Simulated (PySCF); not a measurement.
Computed IR spectrum (relative IR intensity) of a molecule C₂H₇NOSi₂. Coordinates come from a PBE-D3(BJ)/def2-SVP optimisation. One conformer was computed; it need not be the lowest. Level of theory: PBE-D3(BJ)/def2-SVP (PySCF). Frequencies are harmonic and unscaled.

Lines under 2 % of the strongest are left out, and lines within 2 cm⁻¹ are merged.

| ν (cm⁻¹) | relative intensity |
|---|---|
| 339 | 4.3 |
| 504 | 2.6 |
| 622 | 4.5 |
| 638 | 31 |
| 651 | 9.0 |
| 682 | 22 |
| 708 | 5.9 |
| 797 | 100 |
| 853 | 16 |
| 855 | 9.7 |
| 895 | 17 |
| 904 | 25 |
| 1171 | 58 |
| 1217 | 2.3 |
| 1384 | 3.5 |
| 2159 | 44 |
| 2173 | 17 |
| 2200 | 32 |
| 2309 | 81 |

Identify the compound among the candidates.
A) C[SiH2][SiH2]OC#N
B) C1=N[SiH2][SiH2]CO1
C) O[SiH2][Si@@H]1C=NC1
D) C=C1O[SiH2]N1[SiH3]

A, C[SiH2][SiH2]OC#N
